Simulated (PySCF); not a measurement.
Calculation: B3LYP-D3(BJ)/def2-TZVP // PBE0-D4/def2-TZVP (PySCF 2.14.0). Isolated molecules, 0 K electronic values unless said otherwise. One relaxed conformer stands for a flexible species; it need not be the lowest. B3LYP has the VWN-RPA correlation part, as in Gaussian. Excitations are Tamm–Dancoff values on a coarser integration grid. The basis has no diffuse functions, so Rydberg states are missing or too high.

Reference species (SMILES): `Cl[SiH2]CO` (H–O–C–Si torsion -176°, O–C–Si–Cl torsion 67°) (neutral, multiplicity 1).

| Property | Result |
|---|---|
| HOMO | -8.05 eV |
| S1–T1 gap (TDA) | 0.41 eV |

Changed species: `Cl[SiH2][GeH3]` (X = germyl; the reference has X = hydroxymethyl).

Task: Predict the effect on the HOMO and S1–T1 gap (TDA).

Result: the HOMO rises by 0.11 eV, to -7.94 eV; the S1–T1 gap (TDA) rises by 0.21 eV, to 0.62 eV.
